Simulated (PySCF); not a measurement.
CuI2 holds Cu(II), d9, at total charge 0. The structure is a model geometry with rigid ligands and bond lengths from ionic radii, not a minimum; coordination linear, point group D∞h, metal–donor distances 2.55 Å.

The d shell alone is too small an active space for CuI2 (Cu(II) with such soft donors has much ligand-hole, Cu(I)-like character): its levels, fitted parameters, g values and moments show what this model gives and aren't sound predictions.

Method (PySCF 2.14, density fitting): CASSCF(9,5) with orbitals averaged over all microstates of the shell, strongly contracted NEVPT2 on the averaged canonical orbitals; basis x2c-TZVPall on the metal, x2c-SVPall elsewhere; spin-free X2C; gas phase; spin-orbit coupling by state interaction with the mean-field operator over all roots.

CASSCF energies above the lowest CASSCF root:

```json
{"state": "2Σg+", "CASSCF / cm⁻¹": "0"}
{"state": "2Πg", "CASSCF / cm⁻¹": "824"}
{"state": "2Δg", "CASSCF / cm⁻¹": "2564"}
```

Question: How does dynamic correlation (SC-NEVPT2) move these states?

Answer: 
```tsv
state	NEVPT2 / cm⁻¹	shift / cm⁻¹
2Σg+	0	0
2Πg	1268	+444
2Δg	4179	+1615
```

Ligand-hole states mix strongly into such Cu(II) halides; the d shell alone makes them too ionic, overstates g shifts and moments and can put the wrong state lowest. NEVPT2 lifts 2Δg from 2564 to 4179 cm⁻¹; on the d shell alone such lifts tend to overshoot.
